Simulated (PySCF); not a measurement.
# Reading the logs of faulty runs: ClGeH4NSi

These are calculations, not measurements. The program is PySCF 2.14.0, an open-source quantum chemistry code, run on an isolated molecule that a program drew, which may never have been made. The molecule is ClGeH4NSi (charge 0, singlet), drawn as the SMILES string `[SiH3][N]=[GeH][Cl]`.

Each row is a Hartree-Fock (HF) and frozen-core CCSD(T) single point in the cc-pV(D+d)Z basis, meant for a local HF minimum. Run 1 is clean. Each other run has one planted mistake out of seven kinds, and not every kind appears here: one electron removed, one electron added, multiplicity raised by two, geometry at a saddle point, minimal basis STO-3G, one bond length entered in bohr, all coordinates scaled. The reference is restricted for singlets and unrestricted otherwise, and also for a bond in bohr. Adding or removing an electron swaps singlet and doublet. Electrons count all cores. HOMO and LUMO are orbital energies over both spins, the gradient is its largest component, and the lowest frequency (negative if imaginary) is given only where the gradient is small. Bond lengths are over the 7 bonds as drawn. T1 is the CCSD diagnostic: over 0.02 (restricted) or 0.045 (unrestricted) a single reference is doubtful. Germanium has the cc-pVDZ-PP basis, with a core potential (ECP10MDF) in place of its 10 inner electrons, and its 3s, 3p and 3d shells are frozen in CCSD(T).

Geometry of the clean run:
```xyz
8
ClGeH4NSi, angstrom
Si   -0.3303   -0.0906    1.7789
N     0.7663    0.7103    0.7267
Ge    1.2183    0.5943   -0.8588
Cl    0.4673   -0.7965   -2.3115
H    -1.0951   -1.1860    1.1272
H     0.4114   -0.6766    2.9209
H    -1.3091    0.8845    2.3162
H     2.2421    1.4516   -1.5584
```

| run | electrons | basis functions | <S^2> | HOMO (eV) | LUMO (eV) | gradient (hartree/bohr) | lowest frequency (cm^-1) | mean bond (Å) | longest bond (Å) | T1 | HF (hartree) | CCSD(T) (hartree) | mistake |
|---|---|---|---|---|---|---|---|---|---|---|---|---|---|
| 1 | 74 | 103 | 0.000 | -10.45 | 1.19 | 2.3e-06 | 66 | 1.6395 | 2.147 | 0.0174 | -1098.60713 | -1099.16753 | no fault |
| 2 | 74 | 103 | 2.031 | -6.74 | -0.58 | 1.5e-01 | - | 1.6395 | 2.147 | 0.0183 | -1098.51468 | -1099.02936 | multiplicity raised by two |
| 3 | 75 | 103 | 0.770 | -0.38 | 7.39 | 8.6e-02 | - | 1.6395 | 2.147 | 0.0158 | -1098.59162 | -1099.15524 | one electron added |
| 4 | 74 | 103 | 0.827 | -8.11 | 0.99 | 1.1e-02 | - | 1.8279 | 2.801 | 0.0469 | -1098.49459 | -1099.04636 | ? |

**Which mistake was planted in run 4, and what did it cost?**

The mean bond changes by a factor of 1.115 and the longest by 1.305, so the molecule wasn't scaled as a whole. A length L in bohr read as angstrom grows by (1/0.5292 - 1) L = 0.890 L. The 7 bonds together grew by 7 x 0.1884 = 1.319 Å, which gives L = 1.482 Å. That is the length of one of the H-Si bonds, 1.482 Å in the clean geometry. So the mistake is: one bond length entered in bohr. Subtracting run 1 and multiplying by 627.51 kcal/mol a hartree, the energy moved by 70.6 kcal/mol in HF and 76.0 kcal/mol in CCSD(T).

Cautions from the logs. Run 3: the added electron raises the CCSD(T) energy, so it isn't bound in this basis; run 4: T1 is over the limit, so its CCSD(T) energy is less reliable.
